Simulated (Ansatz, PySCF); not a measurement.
Process, species as SMILES: C[SiH2]O[SiH2]C → C[SiH]O[SiH2]C + H atom (the H-Si bond at the site shown breaks; other sites are not compared here)
Each molecule is optimised on its own at B3LYP-D3(BJ)/def2-TZVP (Ansatz, a program for electronic structure), one conformer each, not searched for the lowest. Frequencies are from Ansatz or PySCF.

Wanted: bond dissociation energy (enthalpy at 298 K, with B3LYP-D3(BJ) rigid-rotor harmonic-oscillator terms), in kcal/mol. Valence correlation only, unless marked. Open shells are spin-unrestricted. Spin-orbit coupling is left out. Non-relativistic. CBS(X,Y): correlation extrapolated as X^-3; Hartree-Fock from the larger set. The bracket is a focal-point correction in the basis named.

```csv
level,program,bond dissociation energy (kcal/mol)
HF/6-31G,Ansatz,66.7
PBE-D3(BJ)/def2-TZVPD,Ansatz + dftd3,87.0
r2SCAN-D3(BJ)/def2-TZVPD,Ansatz + dftd3,89.0
B3LYP-D4/def2-TZVPD,Ansatz + dftd4,91.7
PBE0-D3(BJ)/def2-TZVPD,Ansatz + dftd3,88.7
CAM-B3LYP/def2-TZVPD,Ansatz,92.7
wB97M-V/def2-TZVPD,Ansatz,94.4
B2GP-PLYP-D3(BJ)/def2-TZVPD,Ansatz + dftd3,91.7
MP2/6-31G*,Ansatz,82.4
SCS-MP2/STO-3G,Ansatz,107.3
CCSD/STO-3G,Ansatz,107.7
"CCSD/CBS(cc-pV(T+d)Z,cc-pV(Q+d)Z)",Ansatz,94.7
"RI-MP2/CBS(cc-pV(T+d)Z,cc-pV(Q+d)Z)+[CCSD(T)-MP2]/cc-pV(D+d)Z",Ansatz,95.3
"RI-MP2/CBS(cc-pV(T+d)Z,cc-pV(Q+d)Z)+[CCSD(T)-MP2]/cc-pV(T+d)Z",Ansatz,95.0
"CCSD(T)/CBS(cc-pV(T+d)Z,cc-pV(Q+d)Z)",Ansatz,94.6
```
